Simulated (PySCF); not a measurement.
## Electron correlation in F³⁺ (fluorine, charge +3)

[He] 2s2 2p2, high-spin 3P determinant. All numbers are calculated (PySCF 2.14, scalar relativity by spin-free X2C-1e, in Sapporo-DZP-2012 (4s3p1d, 18 functions)). Frozen: 1s2; 4 electrons correlated.

MP2 pair energies summed by pair of shells (mhartree):

| pair | energy | share (%) |
| --- | --- | --- |
| 2s-2p | -35.93 | 58.1 |
| 2s-2s | -21.16 | 34.2 |
| 2p-2p | -4.70 | 7.6 |

Total MP2 correlation energy: -61.79 mhartree.

Same-spin part -8.58 and opposite-spin part -53.21 mhartree; SCS-MP2 scales them by 1/3 and 6/5 to -66.72 mhartree.

```
  level  correlation energy (mhartree)
   CCSD                         -85.90
    (T)                          -0.55
CCSD(T)                         -86.45
```

Diagnostics: T1 = 0.0040, D1 = 0.0081, largest double amplitude 0.123.

Cost of the coupled-cluster step: 0.09 s of wall time on 1 thread of Neoverse-V2 (shared host), for 4 correlated electrons.
